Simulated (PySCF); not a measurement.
Planning an excited-state job on `C[Si@@H](BN)[SiH2][SiH3]`.

Method: TDDFT CAM-B3LYP/def2-SVPD, vertical, gas phase, core orbitals frozen in the response (PySCF 2.14.0, density-fitted response routines). Geometry: GFN2-xTB. Work: 8 singlets by full TDDFT, 3 Tamm–Dancoff triplets, polarisability, density fitting. A driver script takes a list of jobs; this job's settings line and coordinates (Å) are shown.

Command:
```bash
OMP_NUM_THREADS=1 python probes_run.py task.json out
```

Input:
```
{"job": {"kind": "uv", "xc": "CAM-B3LYP", "basis": "def2-SVPD", "nstates": 8, "ntriplets": 3}, "charge": 0, "multiplicity": 1}
C     -0.135186     2.050851     0.396685
Si    -0.692358     0.221269     0.318258
B     -2.447247    -0.027243    -0.527905
N     -3.272885    -1.054099    -0.114887
Si     1.091941    -0.926460    -0.671819
Si     3.184814    -0.579437     0.247109
H     -0.832723     2.659293     0.965088
H      0.842074     2.155299     0.859395
H     -0.072453     2.477832    -0.600601
H     -0.675970    -0.213085     1.746514
H     -2.844278     0.626561    -1.423266
H     -3.049871    -1.681533     0.640965
H     -4.168410    -1.264024    -0.527078
H      0.815683    -2.377850    -0.677938
H      1.164456    -0.631678    -2.116880
H      4.265910    -1.414673    -0.286340
H      3.180662    -0.818851     1.693874
H      3.637083     0.804147     0.067169
```

Hardware: one thread of an Arm Neoverse V2, shared host with 192 logical CPUs at a one-minute load of 383. PySCF's memory limit was set to 1040 MB.

Q: How large is the basis?

A: 228 functions for 72 electrons, with 890 fitting functions; the fitted three-index integrals, 890 × 228 × 229/2 numbers of 8 bytes, come to 180 MiB.

Q: How long does the run take?

A: About 69 s. The SCF took 12 cycles.

Q: Estimate the peak memory.

A: About 1.1 GiB. Peak memory is the resident size of the whole Python process, interpreter and libraries included.

Times come from a shared host and carry two figures at best.

The run converged: HOMO -8.75 eV, LUMO 0.02 eV; lowest singlet 5.55 eV; lowest triplet 4.72 eV (Tamm–Dancoff); mean polarisability 126.3 au.
